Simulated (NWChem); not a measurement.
System: CHBF₄O; SMILES OB(F)C(F)(F)F

The following NWChem deck was run.

```
start job
memory heap 200 mb stack 900 mb global 1100 mb
geometry units angstroms noautoz
  B     -0.012729     1.011390     0.000000
  C     -0.017150    -0.607510     0.000000
  F     -0.628796    -1.118933    -1.094265
  F     -0.628796    -1.118933     1.094265
  F      1.271619    -1.080397     0.000000
  F     -1.169067     1.665081     0.000000
  O      1.148923     1.692770     0.000000
  H      1.911537     1.081829     0.000000
end
basis spherical
  B library 6-31g*
  C library 6-31g*
  F library 6-31g*
  O library 6-31g*
  H library 6-31g*
end
dft
  xc xpbe96 cpbe96
  iterations 150
  mulliken
end
task dft energy
```

NWChem printed, in part:

```
             Northwest Computational Chemistry Package (NWChem) 7.3.0
             --------------------------------------------------------

 CS  symmetry detected

                             Geometry "geometry" -> ""
                             -------------------------

 Output coordinates in angstroms (scale by  1.889725989 to convert to a.u.)

  No.       Tag          Charge          X              Y              Z
 ---- ---------------- ---------- -------------- -------------- --------------
    1 B                    5.0000     0.01291548     0.99089378     0.00000000
    2 C                    6.0000    -0.04917062    -0.62682129     0.00000000
    3 F                    9.0000    -0.67864617    -1.11613187    -1.09426500
    4 F                    9.0000    -0.67864617    -1.11613187     1.09426500
    5 F                    9.0000     1.22193544    -1.14531626     0.00000000
    6 F                    9.0000    -1.11940309     1.68536060     0.00000000
    7 O                    8.0000     1.19810212     1.63046137     0.00000000
    8 H                    1.0000     1.93846939     0.99274253     0.00000000

 Effective nuclear repulsion energy (a.u.)     320.2372152764

      Symmetry information
      --------------------

 Group name             Cs
 Group number              2
 Group order               2
 No. of unique centers     7

  pbe96 is a nonlocal functional; adding pw91lda local functional.

                                 NWChem DFT Module
                                 -----------------

 Summary of "ao basis" -> "ao basis" (spherical)
 ------------------------------------------------------------------------------
       Tag                 Description            Shells   Functions and Types
 ---------------- ------------------------------  ------  ---------------------
 B                           6-31g*                  6       14   3s2p1d
 C                           6-31g*                  6       14   3s2p1d
 F                           6-31g*                  6       14   3s2p1d
 O                           6-31g*                  6       14   3s2p1d
 H                           6-31g*                  2        2   2s

      Symmetry analysis of basis
      --------------------------

        a'         66
        a"         34

            General Information
            -------------------
          SCF calculation type: DFT
          Wavefunction type:  closed shell.
          No. of atoms     :     8
          No. of electrons :    56
           Alpha electrons :    28
            Beta electrons :    28
          Charge           :     0
          Spin multiplicity:     1
          Use of symmetry is: on ; symmetry adaption is: on
          Maximum number of iterations: 150
          AO basis - number of functions:   100
                     number of shells:    44
          Convergence on energy requested:  1.00D-06
          Convergence on density requested:  1.00D-05
          Convergence on gradient requested:  5.00D-04

              XC Information
              --------------
          PerdewBurkeErnzerhof Exchange Functional  1.000
            Perdew 1991 LDA Correlation Functional  1.000 local
           PerdewBurkeErnz. Correlation Functional  1.000 non-local

             Grid Information
             ----------------
          Grid used for XC integration:  medium
          Radial quadrature: Mura-Knowles
          Angular quadrature: Lebedev.
          Tag              B.-S. Rad. Rad. Pts. Rad. Cut. Ang. Pts.
          ---              ---------- --------- --------- ---------
          B                   0.85       49           7.0       434
          C                   0.70       49           8.0       434
          F                   0.50       49           9.0       434
          O                   0.60       49           8.0       434
          H                   0.35       45           8.0       434
          Grid pruning is: on
          Number of quadrature shells:   339
          Spatial weights used:  Erf1

      Superposition of Atomic Density Guess
      -------------------------------------

 Sum of atomic energies:        -534.92825550

      Non-variational initial energy
      ------------------------------

 Total energy =    -536.858946
 1-e energy   =   -1381.731139
 2-e energy   =     524.634977
 HOMO         =      -0.371096
 LUMO         =       0.078749

      Symmetry analysis of molecular orbitals - initial
      -------------------------------------------------

  Numbering of irreducible representations:

     1 a'          2 a"

  Orbital symmetries:

     1 a'          2 a'          3 a"          4 a'          5 a'
     6 a'          7 a'          8 a'          9 a'         10 a"
    11 a'         12 a'         13 a'         14 a'         15 a'
    16 a"         17 a'         18 a'         19 a"         20 a'
    21 a"         22 a'         23 a'         24 a"         25 a'
    26 a"         27 a"         28 a'         29 a"         30 a'
    31 a'         32 a'         33 a'         34 a"         35 a'
    36 a'         37 a"         38 a'

     ---------------------------------------------
      Total Density - Mulliken Population Analysis
     ---------------------------------------------

    Atom       Charge   Shell Charges
 -----------   ------   -------------------------------------------------------
    1 B    5     4.09   2.00  0.55  0.96  0.31  0.14  0.12
    2 C    6     4.57   2.00  0.63  1.18  0.36  0.30  0.11
    3 F    9     9.51   2.00  0.94  3.41  1.02  2.13  0.01
    4 F    9     9.51   2.00  0.94  3.41  1.02  2.13  0.01
    5 F    9     9.53   2.00  0.94  3.41  1.02  2.14  0.01
    6 F    9     9.48   2.00  0.95  3.45  0.98  2.09  0.01
    7 O    8     8.87   2.00  0.93  3.12  0.88  1.93  0.01
    8 H    1     0.45   0.34  0.10

   convergence    iter        energy       DeltaE   RMS-Dens  Diis-err
 ---------------- ----- ----------------- --------- --------- ---------
 d= 0,ls=0.0,diis     1   -537.4435849001 -8.58D+02  2.37D-02  2.47D+00
 d= 0,ls=0.0,diis     2   -536.7112073015  7.32D-01  1.47D-02  1.14D+01
 d= 0,ls=0.0,diis     3   -537.7127401749 -1.00D+00  1.84D-03  3.85D-02
 d= 0,ls=0.0,diis     4   -537.7123196129  4.21D-04  1.15D-03  4.29D-02
 d= 0,ls=0.0,diis     5   -537.7159995262 -3.68D-03  3.56D-04  5.30D-03
  Resetting Diis
 d= 0,ls=0.0,diis     6   -537.7164437397 -4.44D-04  6.87D-05  1.27D-04
 d= 0,ls=0.0,diis     7   -537.7164556816 -1.19D-05  5.07D-05  1.45D-05
 d= 0,ls=0.0,diis     8   -537.7164528280  2.85D-06  3.27D-05  5.01D-05
 d= 0,ls=0.0,diis     9   -537.7164568720 -4.04D-06  2.92D-06  2.29D-07
 d= 0,ls=0.0,diis    10   -537.7164568910 -1.90D-08  7.91D-07  2.34D-08

         Total DFT energy =     -537.716456890982
      One electron energy =    -1383.215533876491
           Coulomb energy =      585.119472270415
    Exchange-Corr. energy =      -59.857610561314
 Nuclear repulsion energy =      320.237215276407

 Numeric. integr. density =       55.999994807261

                  Occupations of the irreducible representations
                  ----------------------------------------------

                     irrep           alpha         beta
                     --------     --------     --------
                     a'               20.0         20.0
                     a"                8.0          8.0

                       DFT Final Molecular Orbital Analysis
                       ------------------------------------

 Vector   26  Occ=2.000000D+00  E=-3.358827D-01  Symmetry=a"
              MO Center= -1.0D-01, -1.1D+00, -2.0D-15, r^2= 2.0D+00
   Bfn.  Coefficient  Atom+Function         Bfn.  Coefficient  Atom+Function
  ----- ------------  ---------------      ----- ------------  ---------------
    61      0.386508  5 F  pz                31      0.355064  3 F  px
    45     -0.355064  4 F  px                65      0.262901  5 F  pz
    35      0.240368  3 F  px                49     -0.240368  4 F  px
    33     -0.215059  3 F  pz                47     -0.215059  4 F  pz
    37     -0.145417  3 F  pz                51     -0.145417  4 F  pz

 Vector   27  Occ=2.000000D+00  E=-3.258034D-01  Symmetry=a"
              MO Center=  7.4D-01,  1.5D+00,  2.6D-15, r^2= 1.5D+00
   Bfn.  Coefficient  Atom+Function         Bfn.  Coefficient  Atom+Function
  ----- ------------  ---------------      ----- ------------  ---------------
    89      0.566867  7 O  pz                93      0.410025  7 O  pz
    75     -0.284458  6 F  pz                79     -0.205463  6 F  pz
     5      0.121165  1 B  pz                61     -0.076097  5 F  pz
    32      0.052221  3 F  py                46     -0.052221  4 F  py
    65     -0.050786  5 F  pz                36      0.039165  3 F  py

 Vector   28  Occ=2.000000D+00  E=-2.874756D-01  Symmetry=a'
              MO Center= -1.7D-02,  2.7D-02,  2.5D-17, r^2= 2.9D+00
   Bfn.  Coefficient  Atom+Function         Bfn.  Coefficient  Atom+Function
  ----- ------------  ---------------      ----- ------------  ---------------
    20      0.334106  2 C  s                 18      0.300141  2 C  py
    32     -0.282765  3 F  py                46     -0.282765  4 F  py
     4     -0.266669  1 B  py                88      0.244890  7 O  py
    74      0.234141  6 F  py                60     -0.220492  5 F  py
    36     -0.197633  3 F  py                50     -0.197633  4 F  py

[...]
```

Level: PBE/6-31G* (spherical d). Structure relaxed at the PBE-D3(BJ)/def2-SVP level.
